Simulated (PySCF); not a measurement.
C6H8O.
Numbering: `[CH:1]#[C:2][CH2:3][C@@H:4]1[CH2:5][CH2:6][O:7]1` (hydrogens: H8 on C1; H9, H10 on C3; H11 on C4; H12, H13 on C5; H14, H15 on C6)

Structure used (PBE0-D3(BJ)/def2-SVP), in Å, numbered top down from 1:
```xyz
15
C6H8O angstrom
C      2.7832    0.9831    0.5684
C      1.9287    0.3383    0.0017
C      0.8633   -0.4102   -0.6481
C     -0.5051    0.2234   -0.4304
C     -1.1183    0.1126    0.9720
C     -2.2011   -0.7059    0.2606
O     -1.5442   -0.5715   -0.9993
H      3.5523    1.5479    1.0612
H      1.0496   -0.4780   -1.7332
H      0.8389   -1.4457   -0.2683
H     -0.5026    1.2477   -0.8461
H     -1.4483    1.0586    1.4199
H     -0.5031   -0.4341    1.7003
H     -3.2088   -0.2545    0.2537
H     -2.2959   -1.7612    0.5711
```

The closed-shell ground state was solved at several levels (PySCF, density fitting, gas phase, non-relativistic).

```
             level  basis functions  HOMO (eV)  LUMO (eV)  gap (eV)  dipole (D)
CAM-B3LYP/pcSseg-2              364      -8.73       1.24      9.97        1.56
       B3LYP/pcJ-1              269      -7.00       0.72      7.72        1.58
     PBE0/pcSseg-1              159      -7.25       0.96      8.21        1.61
```

(1) What might B3LYP/def2-SVPD (207 basis functions) give for the same quantities?

(2) Over all these levels, which gives the widest orbital gap and which the narrowest?

(3) How far do the dipole and the HOMO energy spread over the levels?

Answers

(1) HOMO -7.11 eV, LUMO 0.35 eV, gap 7.46 eV, dipole 1.54 D.

(2) CAM-B3LYP/pcSseg-2 (range-separated hybrid) has the widest, 9.97 eV, and B3LYP/def2-SVPD (global hybrid, 20 % exact exchange) the narrowest, 7.46 eV. Functional and basis both differ between the two, so the spread mixes both effects.

(3) The dipole runs from 1.54 to 1.61 D (mean 1.57 D) and the HOMO from -8.73 to -7.00 eV.

One conformer stands for the species.
